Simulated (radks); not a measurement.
Problem. Cd V, configuration [Ar] 3d10 4s1 4p6 4d9 (not the ground configuration). Method: Dirac Kohn-Sham, PBE, spin-unpolarised, spherical densities, finite nucleus; open shells are shared between the two j in proportion to 2j + 1; Fermi nuclear charge, rms radius 4.6087 fm; computed with a radial shooting solver on a logarithmic mesh with Libxc functionals.

Spin-orbit splittings of the eigenvalues, e(l+1/2) - e(l-1/2), with zeta = 2 splitting/(2l+1) and mean radii in bohr:

| shell | occ. | splitting (eV) | zeta (eV) | <r> j=l-1/2 | <r> j=l+1/2 |
|---|---|---|---|---|---|
| 2p | 6 | 192.5 | 128.3 | 0.1112 | 0.1164 |
| 3p | 6 | 34.40 | 22.94 | 0.3493 | 0.3602 |
| 3d | 10 | 6.993 | 2.797 | 0.3324 | 0.3359 |
| 4p | 6 | ? | ? | 0.9199 | 0.9476 |
| 4d | 9 | 0.8537 | 0.3415 | 1.133 | 1.144 |

Estimate the 4p splitting.

Solution. 6.094 eV (zeta = 4.063 eV).
